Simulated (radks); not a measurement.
Task: Calculated with a radial shooting solver on a logarithmic mesh with Libxc functionals: non-relativistic Kohn-Sham, LB94 model potential, spin-polarised, spherical densities, point nucleus; open shells are filled with parallel spins first. Response by self-consistent Sternheimer equations with the Hartree and adiabatic LDA kernel. Rank Mg5+, Mg6+, Mg+, Mg2+, Mg4+, Mg3+, Mg (NIST ground configurations) by static dipole polarisability, largest first.

Result: Mg 60.66, Mg+ 27.36, Mg2+ 0.4979, Mg3+ 0.3585, Mg4+ 0.2928, Mg5+ 0.2796, Mg6+ 0.2568 bohr^3.
